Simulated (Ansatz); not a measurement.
C₂H₃N, charge -1, doublet, at a GFN2-xTB geometry (a state made from the parent by changing its charge; the spin is typed, not shown lowest) (a gas-phase anion, which may not be bound at this level); R2SCAN/6-31G** run with Ansatz (a first-principles code).

Input for Ansatz:
Ansatz 0.2 input:
```yaml
crystal:
  periodic: [false, false, false]
  atoms:
    - {symbol: C, position_ang: [-1.14762513, 0.02603731, 0.00494983]}
    - {symbol: C, position_ang: [0.34331707, -0.39971770, 0.11496049]}
    - {symbol: N, position_ang: [1.35031630, 0.27156055, -0.09560609]}
    - {symbol: H, position_ang: [-1.65947905, -0.62089377, -0.72103085]}
    - {symbol: H, position_ang: [-1.64071404, -0.11653138, 0.97659776]}
    - {symbol: H, position_ang: [-1.32617261, 1.07858365, -0.30578618]}
basis:
  gaussian:
    orbitals: 6-31G__.json
hamiltonian:
  xc: r2scan
total_charge: -1
magnetization: {spin_polarized: true, initial_magnetization: 1}
accuracy: high
```
The basis file holds 6-31G** in the JSON format of the Basis Set Exchange.

Task: What does Ansatz print? Leave out banner, timings and long lists.

Result: 
```
Functional definition: r2SCAN
1343 factors; integrals over basis functions are off by at most 3.2e-9 eV
mean field evaluation 1: about -3606.0301 eV, gradient 2.0e1 eV
mean field evaluation 2: about -3597.7397 eV, gradient 4.5e1 eV
mean field evaluation 4: about -3608.0056 eV, gradient 1.8e0 eV
mean field evaluation 8: about -3608.0245 eV, gradient 6.1e-2 eV
mean field evaluation 16: about -3608.0245 eV, gradient 1.2e-4 eV
mean field -3608.02451535 eV, -132.5924553321 hartree, gradient 3.1e-8 eV, S^2 0.754317; 0 other end points of the search recorded, 0 dependent functions left out
reference -3608.02451615 eV, -132.5924553617 hartree; 12, 11 occupied and 48, 49 virtual orbitals, 1343 factors
Total energy: -3608.02451615 eV, -132.5924553617 hartree
```
